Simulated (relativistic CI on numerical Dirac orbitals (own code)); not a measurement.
Calculated at this level of theory: Dirac-Coulomb-Breit CI, orbitals from a KLI potential per configuration, model QED (radiative potential, 1s self-energy scaled to tabulated hydrogen-like ionisation energies), unscaled Slater integrals (own radial code, finite nucleus).

Configurations in the expansion (outside the closed core 1s2): 2s, 2p, 3s, 3p, 3d, 4s, 4p, 4d, 4f, 5s, 5p, 5d, 5f, 5g, 6s, 6p, 6d. Levels of other configurations are missing.

At this charge energies of transitions that change n are usually good to better than 1 %, and those within a shell (Δn = 0) to a few per cent.

Outline of the computed level scheme of Nd LVIII. Lowest level of each configuration: 2s 2S_1/2 at 0.00 eV; 2p 2P°_1/2 at 139.55 eV; 3s 2S_1/2 at 6952.10 eV; 3p 2P°_1/2 at 6990.35 eV; 3d 2D_3/2 at 7177.08 eV; 4s 2S_1/2 at 9344.95 eV; 4p 2P°_1/2 at 9360.54 eV; 4d 2D_3/2 at 9438.99 eV; 4f 2F°_5/2 at 9461.36 eV.

Some strong electric-dipole decays among the lowest 15 levels: 3d 2D_5/2 → 2p 2P°_3/2 (7.3e+14 s⁻¹); 3d 2D_3/2 → 2p 2P°_1/2 (6.6e+14 s⁻¹); 3p 2P°_1/2 → 2s 2S_1/2 (2.9e+14 s⁻¹); 4d 2D_5/2 → 2p 2P°_3/2 (2.4e+14 s⁻¹); 3p 2P°_3/2 → 2s 2S_1/2 (2.3e+14 s⁻¹); 4d 2D_3/2 → 2p 2P°_1/2 (2.2e+14 s⁻¹); 4f 2F°_7/2 → 3d 2D_5/2 (1.6e+14 s⁻¹); 4f 2F°_5/2 → 3d 2D_3/2 (1.5e+14 s⁻¹).
